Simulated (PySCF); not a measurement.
C4H8NO2Si (doublet state).
Geometry (GFN2-xTB, Å), atoms numbered from 1 in this order:
```
atom  x, y, z in Å
O1    -1.9001    0.8273    1.4160
C2    -1.7498    0.9741    0.2407
O3    -1.6170    0.0182   -0.6647
C4    -1.5925   -1.3207   -0.1679
C5    -0.3452   -1.6169    0.6298
N6     0.7276   -0.9229    0.6073
C7     1.2088   -0.0224   -0.1993
Si8    2.4026    1.2684    0.4417
H9    -1.7133    1.9504   -0.2718
H10   -1.6429   -1.9563   -1.0594
H11   -2.4745   -1.4969    0.4579
H12   -0.4049   -2.4327    1.3345
H13    0.9727   -0.0775   -1.2625
H14    2.0559    1.6275    1.8139
H15    2.2845    2.4252   -0.4522
H16    3.7805    0.7642    0.3921
```

The hyperfine couplings belong to this conformer and change with its torsions.

Identity: `O=COC/C=N\[CH][SiH3]` [radical].

Level of theory: PySCF, UKS B3LYP, pcH-1 on C H N O Si, non-relativistic, mean-field spin-orbit, GIAO. Geometry: GFN2-xTB, one conformer, isolated molecule. GFN2-xTB frequencies show an imaginary mode (44i cm⁻¹), so this geometry is no minimum at that level. The geometry wasn't refined by DFT: couplings that depend on bond lengths, twists or pyramidal angles can differ widely from those at the functional's own minimum. The frame is twisted about the N6–C7 bond at this geometry (dihedral C5–N6–C7–H13 = -31°); couplings at other torsion angles weren't computed. No stability test was run, so a lower SCF solution isn't excluded.

**Question.** The isotropic 13C couplings are +59.8, +52.1, -9.8, +1.5 MHz. Assign them to C2; C4; C5; C7.

**Answer.** 
```json
{"site": "C2", "a_iso (MHz)": "+1.5", "ρ(0) (bohr⁻³)": "+0.0014", "position": "3 bonds from C5", "distance from C7 (Å)": "3.15", "spin population": "0.00", "largest |T| (MHz)": "0.8"}
{"site": "C4", "a_iso (MHz)": "-9.8", "ρ(0) (bohr⁻³)": "-0.0087", "position": "1 bond from C5", "distance from C7 (Å)": "3.09", "spin population": "-0.01", "largest |T| (MHz)": "4.4"}
{"site": "C5", "a_iso (MHz)": "+52.1", "ρ(0) (bohr⁻³)": "+0.0464", "position": "a main spin site", "distance from C7 (Å)": "2.38", "spin population": "+0.39", "largest |T| (MHz)": "67.9"}
{"site": "C7", "a_iso (MHz)": "+59.8", "ρ(0) (bohr⁻³)": "+0.0533", "position": "largest spin population", "distance from C7 (Å)": "0.00", "spin population": "+0.59", "largest |T| (MHz)": "92.7"}
```

**Question.** Match the computed a_iso(1H) values +32.5, +25.1, -8.9, -6.7, +0.1 MHz (means over equivalent nuclei) with the sites H9; H10/H11; H12; H13; H14/H15/H16.

**Answer.** 
```tsv
site	a_iso (MHz)	ρ(0) (bohr⁻³)	position	distance from C7 (Å)	bound to	spin population there	largest |T| (MHz)
H9	+0.1	0.0000	4 bonds from C5	3.53	C2	0.00	2.8
H10/H11	+32.5	+0.0073	2 bonds from C5	3.79	C4	-0.01	4.8
H12	-6.7	-0.0015	1 bond from C5	3.28	C5	+0.39	20.5
H13	-8.9	-0.0020	1 bond from C7	1.09	C7	+0.59	22.9
H14/H15/H16	+25.1	+0.0056	2 bonds from C7	2.73	Si8	-0.02	3.9
```

ρ(0) is the spin density at the nucleus and T the dipolar tensor; a_iso includes a spin–orbit part; entries for several nuclei are means. The Mulliken spin populations are largest on C7 (+0.59) and C5 (+0.39). The angles at C7 add up to 359.8°, so it is planar. Main spin sites, with 60 % or more of the largest population: C5, C7; positions count bonds from the nearest.

Class means assume fast exchange of nuclei equivalent by connectivity; if that motion is slow, each nucleus keeps its own coupling. The three 1H nuclei of mean +25.1 MHz run from 0.9 to 63.1 MHz in the frozen geometry. The 1H value of +32.5 MHz is a mean of couplings from 6.3 to 58.7 MHz in this one geometry, not an average over conformers.

The SMILES `O=COC/C=N\[CH][SiH3]` draws the unpaired electron on C7, whose computed spin population is only +0.59.

Time: 2.1 min wall (with the writing of density and orbital grids); peak memory 0.98 GiB. Hardware: an Arm Neoverse V2 with one thread (shared host).
